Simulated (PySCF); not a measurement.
Sn(Cl)(SH) (ClHSSn), SMILES [Sn]([Cl])[SH] (connectivity only; charge and spin as stated), neutral, multiplicity 1.

Coordinates come from a PBE0-D3(BJ)/def2-TZVP optimisation. The def2 effective core potentials stand for the cores of Sn; spin–orbit coupling is left out. One conformer was computed; it need not be the lowest.

Calculation: TDDFT-M06-2X/def2-SVPD (PySCF).

Vertical excitations. Isolated molecule, no solvent. State labels are in the subgroup Cs.

Task: Give excitation energies, oscillator strengths and character. (The exact figures need the calculation; the answer reports its results.)

Result: 
```csv
state,symmetry,energy (eV),λ (nm),f,main pairs
S1,A",3.58,346,0.030,HOMO→LUMO 99 %
S2,A',4.59,270,0.020,HOMO−1→LUMO 91 %
S3,A",5.49,226,0.007,HOMO−2→LUMO 97 %
S4,A',5.61,221,0.167,HOMO→LUMO+1 83 %
S5,A",5.90,210,0.000,"HOMO−4→LUMO 71 %, HOMO−1→LUMO+1 18 %"
S6,A',6.04,205,0.061,HOMO−3→LUMO 88 %
S7,A",6.05,205,0.027,"HOMO−1→LUMO+1 71 %, HOMO−4→LUMO 23 %"
S8,A",6.25,199,0.000,HOMO−1→LUMO+2 66 %
S9,A',6.43,193,0.490,HOMO→LUMO+2 78 %
S10,A',6.57,189,0.144,HOMO→LUMO+3 76 %
T1,A",2.35,528,0,HOMO→LUMO 93 %
T2,A',3.83,324,0,HOMO−1→LUMO 97 %
T3,A',4.24,292,0,HOMO→LUMO+1 81 %
T4,A",5.22,238,0,"HOMO−2→LUMO 76 %, HOMO−4→LUMO 17 %"
```
Triplets are in the Tamm–Dancoff approximation, which puts them higher than full response would, so one can lie above its singlet here.
